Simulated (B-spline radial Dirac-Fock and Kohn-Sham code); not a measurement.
# Relative photoemission cross sections at Ag Lα (2984.4 eV): 3s, 3p1/2, 3p3/2, La to Re

Method: a relativistic central-field model (Hartree-Slater potential of the initial state, Latter tail, multipole expansion of the photon field, Dirac-Fock thresholds). Computed with a radial finite-basis atomic code. Cross sections are relative to C 1s, computed as 1.747 kb at this energy; β is from the dipole term. Free atoms in their tabulated ground configurations, whose changes along a row show as steps; without correlation, outer binding energies come out low.

```
 Z  element  σ 3s  σ 3p1/2  σ 3p3/2  β 3p3/2  binding 3p3/2 (eV)
57       La  10.9     14.4     28.1     1.65              1140.5
58       Ce  11.3     15.1     29.5     1.65              1197.5
59       Pr  11.6     15.7     30.9     1.64              1245.9
60       Nd  12.0     16.3     32.3     1.63              1304.8
61       Pm  12.3     17.0     33.7     1.63              1364.7
62       Sm  12.7     17.5     35.1     1.62              1425.6
63       Eu  13.0     18.1     36.6     1.61              1487.6
64       Gd  13.3     18.7     38.0     1.59              1560.3
65       Tb  13.6     19.2     39.5     1.58              1615.0
66       Dy  13.9     19.7     40.9     1.56              1680.5
67       Ho  14.1     20.2     42.4     1.54              1747.1
68       Er  14.3     20.6     43.8     1.52              1814.9
69       Tm  14.6     21.0     45.2     1.50              1883.8
70       Yb  14.8     21.3     46.6     1.47              1954.1
71       Lu  15.0     21.7     48.0     1.43              2035.5
72       Hf  15.1     21.9     49.4     1.39              2119.1
73       Ta  15.3     22.2     50.7     1.35              2204.7
74        W  15.4     22.4     52.1     1.29              2292.4
75       Re  15.3     22.5     53.4     1.23              2382.1
```
